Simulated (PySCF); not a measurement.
Atoms are numbered as in `[CH3:1][B:2]([CH3:3])[c:4]1[cH:5][c:6]([B:7]([Cl:8])[Cl:9])[cH:10][s:11]1` (H(Xn): hydrogen on atom n).

Geometry: PBE0-D3(BJ)/def2-SVP; GIAO shifts from PySCF 2.14.0 with density-fitted response routines, gas phase, non-relativistic, averaged over equivalent atoms.

At PBE0/pcSseg-1 (248 basis functions):
```tsv
atoms	δ (ppm)
C10	163.4
C4	156.2
C5	152.0
C6	145.6
C1/C3	12.2
B2	69.0
B7	51.6
Cl8/Cl9	224.0
S11	289.9
H(C10)	8.68
H(C5)	8.55
H(C1)/H(C3)	1.15
```

References, each an isolated molecule treated in the same way: TMS for 13C (σref 184.41), 1H (σref 31.27); 11B (σref 100.73) against BF3·OEt2; 35Cl (σref 943.27) against HCl; CS2 for 33S (σref 495.66).

**Question.** Predict the values at PBE0/pcSseg-2 on the same geometry.

**Answer.** 
```
      atoms  δ at PBE0/pcSseg-2  change
        C10               168.0    +4.6
         C4               161.2    +5.0
         C5               156.4    +4.4
         C6               151.4    +5.8
      C1/C3                12.0    -0.2
         B2                70.8    +1.8
         B7                53.0    +1.4
    Cl8/Cl9               221.8    -2.2
        S11               312.0   +22.1
     H(C10)                8.97   +0.29
      H(C5)                8.72   +0.17
H(C1)/H(C3)                1.12   -0.03
```

Chemical shifts δ = σref − σ; 13C (σref 184.13) and 1H (σref 31.25) vs TMS; 11B (σref 99.07) vs BF3·OEt2; 35Cl (σref 940.85) vs HCl; CS2 for 33S (σref 502.94), all at this level.

The largest change is at S11 (aromatic ring sulfur). Cost: 529 basis functions. The order of the carbon signals is the same at both levels.

A carbon bonded to boron is broadened by the quadrupolar boron nucleus and is often missing from a measured spectrum.
